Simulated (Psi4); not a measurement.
CsI, singlet, at a GFN2-xTB geometry (such geometries of metal compounds can be far from the true shape) (all electrons, no relativity), with bond 1-2 at 2.0 times its length. Base run: TPSS/3-21G run with Psi4.

Geometry (Å):
```xyz
2

Cs     0.0000     0.0000    -4.9804
I      0.0000     0.0000     1.7014
```
Charge 0, spin multiplicity 1.
All else is at Psi4's defaults, with exact integrals.
Base energy -14423.03482 Eh.

The base run was repeated with changes; each row names its change, and settings that it needs were set with it.

```csv
change,ΔE vs base (mEh),SCF cycles,grid points,basis functions
base,0.000,16,42877,70
dft_radial_scheme = mura,(withheld),16,43646,70
cholesky_tolerance = 1e-6 (with scf_type cd),-0.031,16,42877,70
dft_radial_points = 50,(withheld),16,28616,70
scf_type = out_of_core,0.000,16,42877,70
dft_nuclear_scheme = stratmann,-0.019,16,41819,70
diis_max_vecs = 3,0.000,26,42877,70
diis_max_vecs = 15,0.000,16,42877,70
dft_pruning_scheme = treutler,0.000,16,42877,70
dft_radial_points = 35,(withheld),15,20283,70
dft_radial_points = 150,-0.426,16,84615,70
```

Q: Fill in the missing entries.

A: 
- dft_radial_scheme = mura, ΔE vs base (mEh): -2.325
- dft_radial_points = 50, ΔE vs base (mEh): 132.8
- dft_radial_points = 35, ΔE vs base (mEh): -844.3
